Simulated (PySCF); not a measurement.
C6H10NO (doublet state).
Structure used (GFN2-xTB), in Å, numbered top down from 1:
```
atom  x, y, z in Å
C1    -1.8783   -0.1293    0.4398
C2    -0.9878   -0.8329   -0.5748
C3     0.2903   -0.0132   -0.9012
C4     0.0204    1.4055   -1.3159
N5     0.5628    2.2813   -0.5500
O6     1.2550    1.6473    0.4316
C7     1.1515    0.3005    0.2743
C8     1.8277   -0.6060    1.2220
H9    -2.2104    0.8334    0.0562
H10   -2.7544   -0.7353    0.6577
H11   -1.3386    0.0422    1.3687
H12   -1.5385   -0.9948   -1.5032
H13   -0.6793   -1.8064   -0.1881
H14    0.8281   -0.5789   -1.6848
H15   -0.5716    1.7119   -2.1550
H16    1.8030   -1.6215    0.8355
H17    2.8648   -0.3012    1.3707
H18    1.3461   -0.5962    2.2048
```

The hyperfine couplings belong to this conformer and change with its torsions.

The species is `O1N=C[C@H](CC)[C]1C` [radical].

Method: UKS B3LYP, pcH-1 on C H N O, non-relativistic, mean-field spin-orbit, GIAO (PySCF). Isolated species at its GFN2-xTB geometry (one conformer only). GFN2-xTB frequencies show an imaginary mode (62i cm⁻¹), so this geometry is no minimum at that level. Couplings are sensitive to structure, and on GFN2-xTB geometries they can be far from those on DFT ones. Stability of the SCF solution: not tested.

Principal values of hyperfine tensors in MHz (contact and dipolar terms together), for some of the nuclei:

```
atom  isotope      A1      A2      A3
 H14       1H  149.03  149.73  160.31
 H18       1H  105.41  106.01  117.74
  C7      13C   13.41   14.85  237.32
 H17       1H   68.18   68.32   80.53
  C3      13C  -42.21  -41.66  -39.07
  C8      13C  -32.60  -31.69  -29.28
  O6      17O  -57.05    1.94    5.22
  C4      13C    1.01    4.80   27.19
```

Problem. Split each tensor into its isotropic and traceless parts, and turn a_iso into mT with g = 2.0027.

Solution. a_iso is a third of the trace, T = A − a_iso, and a(mT) = a(MHz)/(g × 13.996).

```csv
atom,a_iso (MHz),a_iso (mT),T1,T2,T3
H14,153.02,5.459,-3.99,-3.29,7.29
H18,109.72,3.914,-4.31,-3.71,8.02
C7,88.53,3.158,-75.12,-73.68,148.80
H17,72.34,2.581,-4.16,-4.02,8.18
C3,-40.98,-1.462,-1.23,-0.68,1.91
C8,-31.19,-1.113,-1.41,-0.50,1.91
O6,-16.63,-0.593,-40.42,18.57,21.85
C4,11.00,0.392,-9.99,-6.20,16.19
```

Problem. What spin density at the nucleus of C8 lies behind its contact coupling (g_N = 1.40482)?

Solution. a_FC = 800.24 MHz bohr³ × g_N × ρ(0)/(2S). With a_FC = -31.19 MHz and 2S = 1, ρ(0) = -0.02774 bohr⁻³.

Problem. C2 (13C, g_N = 1.40482) isn't in the table. Its spin density at the nucleus is 0.08526 bohr⁻³. What is its contact coupling?

Solution. By the same relation, a_FC = 95.9 MHz. Its full tensor has the principal values 89.37, 89.70, 108.49 MHz.

Problem. Which nucleus of the table has the largest anisotropic coupling, and what is its form?

Solution. C7: -75.1, -73.7, 148.8 MHz, axial, in the ratio −1:−1:+2, the form that spin in one p orbital centred on that nucleus gives.

Problem. What first-order splitting does H14 cause when the field lies along A1, A2 or A3 of its tensor (g taken as isotropic, no quadrupole term)?

Solution. 2 lines (I = 1/2), spaced by |A_i|/(g × 13.996): 5.32, 5.34, 5.72 mT along the axes of A1, A2 and A3.
